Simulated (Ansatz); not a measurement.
`F[SiH2][InH2]` + HCl → `F[SiH2]Cl` + `[InH3]` at 500 K and 1 bar (cleavage of the Si–In bond).

Calculated with Ansatz (gas phase, PBE0-D4/def2-TZVP geometries, no zero-point term in ΔE). CCSD(T)/CBS is the MP2 limit (def2-TZVPP, def2-QZVPP) plus CCSD(T) − MP2 in def2-TZVPP, frozen cores. This one scheme is used for every species. Elements past krypton have def2 core potentials. For In outer-core shells are correlated without core-valence functions, which leaves a few kJ/mol of doubt a bond.

| species | CCSD(T)/CBS energy (Eh) | H − E (kJ/mol) | S (J/(mol·K)) |
| --- | --- | --- | --- |
| `F[SiH2][InH2]` | -581.11562 | 120.8 | 387.6 |
| HCl | -460.38127 | 32.5 | 201.9 |
| `F[SiH2]Cl` | -849.96195 | 83.3 | 315.2 |
| `[InH3]` | -191.56739 | 65.2 | 255.5 |

H − E and S are ideal-gas, rigid-rotor, harmonic terms from PBE0-D4/def2-TZVP. 1 Eh = 2625.50 kJ/mol, R = 8.31446 J/(mol·K).

Question: By hand: ΔE, ΔH, ΔS and ΔG.

Answer: ΔE = (-849.96195) + (-191.56739) − (-581.11562) − (-460.38127) = -0.03245 Eh = -85.2 kJ/mol. Δ(H − E) = 83.3 + 65.2 − 120.8 − 32.5 = -4.8, so ΔH = -90.0 kJ/mol. ΔS = 315.2 + 255.5 − 387.6 − 201.9 = -18.8 J/(mol·K). ΔG = -90.0 − 500 × (-18.8)/1000 = -80.6 kJ/mol.

Question: By hand: the equilibrium constant, and the temperature at which ΔG would vanish if ΔH and ΔS stayed fixed.

Answer: log₁₀ K = −ΔG/(RT ln 10) = 8.4. ΔG = 0 at ΔH/ΔS = 4787 K, far beyond where these terms or the molecules hold.

ΔH outweighs TΔS. A doubt of 5 kJ/mol in ΔE shifts log₁₀ K by 0.5 here. These are equilibria of isolated gas molecules and say nothing of rates. Largest T1 diagnostic: 0.014 (customary marks: 0.02 for closed shells, 0.045 for open ones).
